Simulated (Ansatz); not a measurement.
The first iterations of a band of a periodic cell of 20 atoms, HC18F (surface graphene monolayer, adsorbate HF).

Computed with DFT PBE-D3(BJ), scalar-relativistic, plane waves, PAW in Ansatz. Settings: cutoff 420 eV, k mesh 2x2x1, gaussian smearing 0.02 eV, no spin polarisation.

| Property | Result |
| --- | --- |
| movable images | 5 |
| climbing image | yes |
| spring | 2.0 eV/Å² |
| optimiser | lbfgs |
| start path | IDPP |
| force threshold | 0.05 eV/Å |
| iteration limit | 50 |
| end points | relaxed |

First end point:

```xyz
20
Lattice="7.3980 0.0000 0.0000 -3.6990 6.4069 0.0000 0.0000 0.0000 11.0000" Properties=species:S:1:pos:R:3
C -0.044 -0.027 0.945
C 1.190 0.672 0.944
C -1.278 2.108 0.944
C -0.042 2.805 0.945
C -2.511 4.243 0.946
C -1.277 4.944 0.946
C 2.421 -0.026 0.944
C 3.657 0.672 0.943
C 1.189 2.107 0.945
C 2.425 2.807 0.946
C -0.044 4.243 0.950
C 1.193 4.944 0.946
C 4.888 -0.027 0.944
C 6.124 0.672 0.944
C 3.655 2.108 0.945
C 4.890 2.807 0.945
C 2.422 4.243 0.946
C 3.657 4.944 0.946
F -0.094 4.554 4.070
H -0.096 4.483 3.134
```

Last end point:

```xyz
20
Lattice="7.3980 0.0000 0.0000 -3.6990 6.4069 0.0000 0.0000 0.0000 11.0000" Properties=species:S:1:pos:R:3
C -0.068 -0.046 0.849
C 1.176 0.672 0.850
C -1.304 2.104 0.850
C -0.069 2.817 0.850
C -2.522 4.235 0.851
C -1.304 4.939 0.851
C 2.395 -0.031 0.851
C 3.630 0.682 0.851
C 1.176 2.099 0.849
C 2.395 2.800 0.850
C -0.070 4.224 0.851
C 1.174 4.945 0.852
C 4.874 -0.035 0.850
C 6.094 0.668 0.849
C 3.631 2.089 0.851
C 4.875 2.808 0.851
C 2.396 4.239 0.854
C 3.633 4.954 0.851
F 2.024 4.497 3.974
H 2.030 4.494 3.034
```

| iteration | highest image above the first end (eV) | largest band force component (eV/Å) |
| --- | --- | --- |
| 1 | 0.061 | 1.100 |
| 2 | 0.027 | 0.502 |
| 3 | 0.023 | 0.328 |
| 4 | 0.022 | 0.265 |
| 5 | 0.019 | 0.194 |
| 6 | 0.015 | 0.128 |
| 7 | 0.014 | 0.191 |
| 8 | 0.013 | 0.103 |
| 9 | 0.012 | 0.084 |
| 10 | 0.011 | 0.057 |

Problem. Does the band converge within its limit, and where does its top end?

Solution. The run converged. It ended after 30 iterations with the highest image 0.006 eV above the first end. The top lies less than 8 meV above the higher end, about what the thresholds resolve: that end is a shoulder or a very shallow well. By the program's own check the climbing image is of a kind that is not told: the force calls were inconclusive, a negative curvature could not be distinguished from the path's own, the only one lies far off the path, or fixed occupations may fill a level only in part (lowest curvatures found: -0.05 and 0.02 eV/Å²). Limits of this set-up: slab without dipole correction.

Run time: 15 min on 1 thread of AMD EPYC 7B13 (Zen 3) (shared host), peak memory 0.99 GiB.
